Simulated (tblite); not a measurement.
Compound: C₇H₁₀OP (charge +1).
Structure used (GFN2-xTB), in Å, numbered top down from 1:
```
atom  x, y, z in Å
C1     3.200    0.082    0.482
C2     2.192   -0.140   -0.136
P3     0.725   -0.456   -1.019
C4    -0.332   -1.604   -0.096
C5    -0.884   -0.880    1.141
C6    -1.651    0.383    0.760
O7    -2.828    0.498    0.927
C8    -0.794    1.486    0.145
C9    -0.230    1.072   -1.222
H10    4.089    0.274    1.018
H11    1.091   -0.983   -2.239
H12   -1.151   -1.920   -0.750
H13    0.238   -2.491    0.197
H14   -0.070   -0.610    1.819
H15   -1.566   -1.545    1.673
H16    0.020    1.729    0.834
H17   -1.418    2.374    0.023
H18   -1.044    0.878   -1.929
H19    0.404    1.862   -1.636
```

Calculated harmonic vibrations of the isolated species, GFN2-xTB (tblite), most abundant isotopes, no scaling. Errors from tens to a few hundred cm⁻¹ against measured bands are possible. Modes of hydrogen on phosphorus can be 10 to 20 % off. One conformer, not necessarily the lowest.

Harmonic wavenumbers (cm⁻¹): 51.7, 91.1, 97.5, 163.5, 208.6, 264.0, 315.1, 352.4, 364.4, 446.1, 491.4, 641.6, 666.0, 695.0, 696.5, 696.9, 720.3, 738.0, 767.5, 842.5, 859.6, 888.7, 892.3, 987.6, 999.1, 1033.9, 1036.1, 1090.2, 1102.6, 1157.1, 1195.5, 1229.1, 1236.1, 1282.7, 1299.1, 1390.1, 1395.8, 1439.1, 1449.7, 1810.2, 2194.5, 2400.8, 2935.2, 2938.6, 2948.8, 2949.8, 2967.9, 2973.3, 3007.0, 3008.2, 3329.9.

A = 2449, B = 986.7, C = 931.1 MHz; mass 141.047 u (most abundant isotopes); point group Cs, symmetry number 1.

Question: Zero-point energy?

Answer: ½Σν̃ = 32369 cm⁻¹ = 387.23 kJ/mol.

Question: What is S at 400 K and 1 bar for an ideal gas of classical rigid rotors and harmonic oscillators?

Answer: Translation 176.69, rotation 126.46, vibration 157.73: S = 460.9 J/(mol K).

Question: And Cp and H(400 K) − H(0)?

Answer: Cp = 208.24 J/(mol K), of which vibrations give 174.99 (their classical limit is 51 R = 424.0); H(400 K) − H(0) = 47.31 kJ/mol without the zero-point energy, 34.00 from vibrations.

Question: What must be added to the electronic energy to get the Gibbs energy at 400 K and 1 bar?

Answer: ZPE + [H(400 K) − H(0)] − T·S = 387.23 + 47.31 − 184.35 = 250.19 kJ/mol.

Question: Which modes carry the vibrational entropy at 400 K?

Answer: 51.7 cm⁻¹: 22.31; 91.1 cm⁻¹: 17.63; 97.5 cm⁻¹: 17.07; 163.5 cm⁻¹: 12.85; 208.6 cm⁻¹: 10.90; 264.0 cm⁻¹: 9.05 J/(mol K); the other 45 give 67.93 together.

Question: How do the functions run with temperature in this model?

Answer: 
```tsv
T (K)	S (J/(mol K))	Cp (J/(mol K))	H − H(0) (kJ/mol)	G − H(0) (kJ/mol)	ln q(vib)
100	287.6	73.5	5.18	-23.58	1.44
200	351.3	116.2	14.61	-55.64	3.77
300	407.4	164.2	28.63	-93.60	6.22
500	511.4	244.5	70.01	-185.68	11.31
800	643.8	317.5	155.36	-359.65	18.84
1000	718.2	348.7	222.16	-496.00	23.53
```

q(vib) and H(0) count from the zero-point level.

Hindered rotation and anharmonicity are outside this model. Other conformers, if any are populated, would add a mixing term that is left out.
